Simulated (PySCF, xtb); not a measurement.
H2Si2, SMILES [Si]=[SiH2] (connectivity only; charge and spin as stated), neutral, multiplicity 1.

Harmonic wavenumbers (cm⁻¹) from GFN2-xTB (xtb) at its own minimum, in rising order: 201, 504, 711, 905, 1981, 2123.

Q: What does PySCF with PBE-D3(BJ)/def2-TZVP give at its own minimum? (An estimate is asked for; the answer gives what the named calculation found.)

A: 201, 322, 515, 843, 2126, 2156. Paired by order, the mean absolute difference is 103 cm⁻¹ and the zero-point energies are 9.2 and 8.8 kcal/mol.
